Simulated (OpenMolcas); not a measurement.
# Ti2+: moving the ligands

Ti2+ with 6 ligands (chloride) in octahedral coordination (Oh) at 2.62 Å. A charge of +0.667 e stands 2.8 Å behind each ligand. Ligand basis ANO-RCC-VDZP.

- Program: OpenMolcas 26.06
- Method: SS-CASPT2, IPEA 0.25 Eh, imaginary shift 0.1 Eh (closed shells correlated: 3s 3p and the ligand valence shells)
- Basis: ANO-RCC-VDZP [5s4p2d1f]
- Scalar Hamiltonian: DKH2, point nucleus
- Active space: 2 electrons in 5 orbitals (3d)
- State averaging: 2S+1 = 3 even, 10 roots; 2S+1 = 1 even, 15 roots
- Spin-orbit coupling: RASSI with atomic mean-field integrals over the reference wave functions

Runs around this geometry, states (labels of O, the rotations of Oh). Energies in cm-1 above the lowest state or level, χT in cm3 K/mol; under a threefold ground state the first gap can be a small split of the lowest multiplet, not the spin-orbit step.

```tsv
R (Å)	Ground state	First state of that spin	First gap with spin-orbit (degeneracies)	χT at 300 K	First state of another spin
2.56	3T1	3T2 6780	4 (2, 3)	1.112	1T2 8670
2.62	3T1	3T2 5850	5 (2, 3)	1.119	1T2 8540
2.77	3T1	3T2 4230	7 (2, 3)	1.134	1T2 8370
```

Taking the first state of the same spin as R^-n, n = -ln(4230 / 6780) / ln(2.77 / 2.56) = 6.0 between the shortest and longest distance.

Roots that are degenerate in the reference are averaged as groups; the widest CASPT2 spread within a group is 130 cm-1 (the 3-fold group of multiplicity 3 near 0 cm-1 above the lowest state of its run, R = 2.77). Shifts and gaps below about the spread of the groups concerned are not significant. Over all roots computed the reference weight is 0.67 to 0.68 in R = 2.56, 0.67 to 0.68 in R = 2.62, 0.67 to 0.69 in R = 2.77; a low but even weight reflects the number of correlated electrons. An orbital triplet at a regular site is open to Jahn-Teller coupling, which can distort the site and quench the lowest spin-orbit gaps and is left out. Ligand-to-metal charge-transfer states are missing. These CASPT2 states fit no ligand-field parameters well, so their order and spin gaps are uncertain. With no ligand orbital active B as a rule stays too high, so bands that hang on it stand too high and its fall with covalency is understated. With one d shell and no ligand orbital active, 10Dq can be off by tens of per cent for divalent 3d ions, low with halides held by bare charges and at times high in hosts. Free-ion shares, where given, are those of the reference states; single-state CASPT2 does not remix them. No measured value stands beside these numbers; the geometry was imposed, not optimised, and the real ion may take another.
